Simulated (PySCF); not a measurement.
pentafluorosilicate (F₅Si), SMILES F[Si-](F)(F)(F)F, charge -1.

Geometry: PBE-D3(BJ)/def2-SVPD.

These are PBE-D3(BJ)/def2-SVPD (PySCF) values and carry that method's errors.

Frequencies are harmonic and unscaled.

Modes within 1.5 cm⁻¹ of each other (mostly degenerate sets) share a row, with their intensities summed.

Question: Estimate the vibrational spectrum. (An estimate is asked for; the answer gives what the named calculation found.)

Answer: 
```csv
mode,ν (cm⁻¹),IR (km/mol),moving atoms (share of kinetic energy)
1–2,126,0.2,F 100 %
3–4,373,0.0,F 100 %
5–6,406,60.4,"F 80 %, Si 20 %"
7,433,37.4,"F 83 %, Si 17 %"
8,507,0.0,F 100 %
9,641,0.0,F 100 %
10,796,385.1,"Si 60 %, F 40 %"
11–12,830,537.1,"Si 57 %, F 43 %"
```
